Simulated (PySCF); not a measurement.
## Optical rotation: `CC(=S)[C@H]1CC[C@H]1C`, C$_{7}$H$_{12}$S

Molfile (atoms numbered from 1):
```
C7H12S
     RDKit          3D

 20 20  0  0  0  0  0  0  0  0999 V2000
    2.3276   -0.9996    0.3743 C   0  0  0  0  0  0  0  0  0  0  0  0
    1.3233   -0.5188   -0.6179 C   0  0  0  0  0  0  0  0  0  0  0  0
    1.1664   -1.2412   -2.0666 S   0  0  0  0  0  0  0  0  0  0  0  0
    0.4787    0.6235   -0.1881 C   0  0  1  0  0  0  0  0  0  0  0  0
   -0.3495    1.3852   -1.2333 C   0  0  0  0  0  0  0  0  0  0  0  0
   -1.5827    1.2977   -0.3257 C   0  0  0  0  0  0  0  0  0  0  0  0
   -0.8533    0.2723    0.5584 C   0  0  1  0  0  0  0  0  0  0  0  0
   -1.3495   -1.1498    0.3772 C   0  0  0  0  0  0  0  0  0  0  0  0
    2.7662   -1.9419    0.0566 H   0  0  0  0  0  0  0  0  0  0  0  0
    1.8664   -1.1187    1.3547 H   0  0  0  0  0  0  0  0  0  0  0  0
    3.1245   -0.2611    0.4768 H   0  0  0  0  0  0  0  0  0  0  0  0
    1.0787    1.2954    0.4313 H   0  0  0  0  0  0  0  0  0  0  0  0
   -0.4571    0.8155   -2.1534 H   0  0  0  0  0  0  0  0  0  0  0  0
    0.0069    2.3849   -1.4711 H   0  0  0  0  0  0  0  0  0  0  0  0
   -2.4917    0.9339   -0.7989 H   0  0  0  0  0  0  0  0  0  0  0  0
   -1.8003    2.2301    0.1912 H   0  0  0  0  0  0  0  0  0  0  0  0
   -0.8223    0.5180    1.6221 H   0  0  0  0  0  0  0  0  0  0  0  0
   -0.7147   -1.8571    0.9075 H   0  0  0  0  0  0  0  0  0  0  0  0
   -2.3616   -1.2362    0.7677 H   0  0  0  0  0  0  0  0  0  0  0  0
   -1.3612   -1.4216   -0.6753 H   0  0  0  0  0  0  0  0  0  0  0  0
  1  2  1  0
  2  3  2  0
  2  4  1  0
  4  5  1  0
  5  6  1  0
  6  7  1  0
  7  8  1  0
  7  4  1  0
  1  9  1  0
  1 10  1  0
  1 11  1  0
  4 12  1  1
  5 13  1  0
  5 14  1  0
  6 15  1  0
  6 16  1  0
  7 17  1  1
  8 18  1  0
  8 19  1  0
  8 20  1  0
M  END
```

The calculation used TDDFT BHandHLYP/def2-SVPD circular dichroism and optical rotation, one conformer, gas phase in PySCF 2.14.0. Geometry: GFN2-xTB.

The molecule is flexible and this is one conformer; a measurement averages over conformers.

Stereocentres: C4 S, C7 R.

Task: Give the optical rotatory dispersion at 633, 589.3, 546 nm.

Result: [α] in deg dm⁻¹ (g/mL)⁻¹:
```csv
λ (nm),origin-invariant length gauge,modified velocity gauge,length gauge (centre of mass),isotropic polarisability (au)
633,+68.0,+75.9,+67.7,101.4
589.3,+151.5,+163.3,+151.1,101.8
546,+348.4,+368.5,+347.9,102.4
```

The shortest wavelength is close to the first absorption, where this undamped response comes out too large.

Task: And for the mirror image at 589.3 nm?

Result: -151.5 deg dm⁻¹ (g/mL)⁻¹ (origin-invariant length gauge): the same size and the opposite sign.

Task: What is the molar rotation [Φ] = [α]·M/100 of the geometry above at 589.3 nm?

Result: With M = 128.23 g/mol, +194.2 deg cm² dmol⁻¹ (origin-invariant length gauge).

The first excitation lies at 2.73 eV (454 nm) with R = +4.9 × 10⁻⁴⁰ esu² cm² (velocity form).
